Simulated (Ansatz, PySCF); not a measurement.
Ge(H)(OH)(NH2)2 (GeH6N2O), SMILES [NH2][GeH]([NH2])[OH].

Geometry: B3LYP-D3(BJ)/def2-SVP. The structure was generated by enumeration, and PubChem lists no compound with its InChIKey, so it may never have been made. Other conformers were not sampled.

Vertical ionisation energy (IE) and electron affinity (EA) in eV. Rows of orbital energies are one-electron estimates. Where ΔSCF, EOM or ADC give a negative EA the extra electron is unbound and the value depends on the basis.

| level | IE | EA |
|---|---|---|
| −ε(HOMO), −ε(LUMO), HF/def2-TZVP (PySCF) | 10.93 | -3.46 |
| −ε(HOMO), −ε(LUMO), PBE/def2-TZVP (PySCF) | 5.86 | 0.17 |
| ΔSCF, CAM-B3LYP/def2-SVPD (Ansatz), final states of multiplicity 2 and 2 | ___ | ___ |
| ΔSCF, PBE/def2-SVPD (Ansatz), final states of multiplicity 2 and 2 | 9.07 | -1.14 |

Q: Complete the blanks. (The exact figures need the calculation; the answer reports its results.)

A: 
- ΔSCF, CAM-B3LYP/def2-SVPD (Ansatz, a quantum-chemistry and plane-wave program), final states of multiplicity 2 and 2, IE: 9.80
- ΔSCF, CAM-B3LYP/def2-SVPD (Ansatz), final states of multiplicity 2 and 2, EA: -1.42

Q: What vertical singlet–triplet gap does ΔSCF give with CAM-B3LYP/def2-SVPD (Ansatz) and with PBE/def2-SVPD (Ansatz)? (The exact figures need the calculation; the answer reports its results.)

A: 6.32 and 5.63 eV (triplet above singlet where positive).
